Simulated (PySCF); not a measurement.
The dipole of `[SiH3]NN1CCCC1` from its density and from atomic charges.

Coordinates (GFN2-xTB, Å) and charges (e) from the PBE0/pcSseg-1 density (PySCF):

```
atom       x       y       z  Mulliken      IAO  Hirshfeld  ESP-fitted
 Si1   2.927   0.180   0.113   +0.6505  +0.7606    +0.3364     +0.5054
  N2   1.461  -0.686  -0.142   -0.4782  -0.5845    -0.2012     -0.6398
  N3   0.279   0.027  -0.369   -0.4573  -0.1640    -0.0530     -0.0496
  C4  -0.622  -0.665  -1.278   +0.0259  -0.1506    -0.0342     -0.1426
  C5  -1.948   0.081  -1.121   -0.2390  -0.2705    -0.0692     -0.0500
  C6  -1.871   0.717   0.282   -0.2326  -0.2694    -0.0692     -0.1320
  C7  -0.511   0.280   0.827   +0.0062  -0.1578    -0.0364     -0.0176
  H8   3.937  -0.877   0.166   -0.1233  -0.1345    -0.0807     -0.1025
  H9   3.058   1.075  -1.030   -0.1012  -0.1289    -0.0792     -0.0926
 H10   2.988   0.964   1.358   -0.1292  -0.1662    -0.0937     -0.1232
 H11   1.307  -1.583   0.321   +0.1742  +0.2206    +0.0971     +0.3223
 H12  -0.731  -1.726  -0.989   +0.0784  +0.0967    +0.0222     +0.0793
 H13  -0.219  -0.623  -2.290   +0.1247  +0.1486    +0.0409     +0.1056
 H14  -2.041   0.852  -1.883   +0.1281  +0.1421    +0.0408     +0.0457
 H15  -2.795  -0.596  -1.216   +0.1201  +0.1393    +0.0401     +0.0510
 H16  -1.918   1.802   0.212   +0.1278  +0.1418    +0.0405     +0.0627
 H17  -2.680   0.382   0.929   +0.1202  +0.1397    +0.0402     +0.0575
 H18  -0.023   1.043   1.435   +0.1276  +0.1423    +0.0387     +0.0678
 H19  -0.609  -0.639   1.434   +0.0768  +0.0946    +0.0200     +0.0526
```

Problem. What dipole does each set of charges give (1 e·Å = 4.803 D), and what does the density give?

Solution. The full density gives (-1.34, -0.67, 0.63) D, 1.62 D in size; dipole vectors point from the negative to the positive end.

```
    scheme     μx     μy    μz  size (D)  share of the full size (%)  angle to the full dipole (°)
  Mulliken  -1.41   0.07  0.63      1.54                          95                            27
       IAO  -0.43   0.09  0.49      0.66                          41                            39
 Hirshfeld  -0.73  -0.20  0.09      0.76                          47                            20
ESP-fitted  -1.37  -0.68  0.67      1.67                         103                             1
```

Problem. Which set comes closest?

Solution. Length of the difference vector: ESP-fitted 0.05 D, Mulliken 0.74 D, Hirshfeld 0.94 D, IAO 1.19 D. Closest: ESP-fitted. 

Problem. What is left for the Hirshfeld atoms' own dipoles?

Solution. The shares of the density sum to the whole, so what Σ q r misses lies in dipoles about the nuclei. The atomic dipoles sum to (-1.34, -0.67, 0.63) − (-0.73, -0.20, 0.09) = (-0.61, -0.47, 0.54) D, 0.94 D in size.

Problem. With the origin at the mean of the coordinates, (-0.001, 0.000, -0.171) Å, which are the largest single terms, by size, of the Mulliken dipole along the direction of the full one?

Solution. Si1 -7.41, N2 +2.09, H8 +1.63, H9 +1.60, C6 -1.59 D; all 19 atoms together +1.38 D. The single terms depend on the origin, their sum doesn't.

Problem. Give the size of the full dipole in other units.

Solution. 1.62 D = 0.638 au = 0.338 e·Å = 5.41 × 10⁻³⁰ C·m.

Geometry: GFN2-xTB, one conformer, isolated molecule. GFN2-xTB frequencies show an imaginary mode (26i cm⁻¹), so this geometry is no minimum at that level.
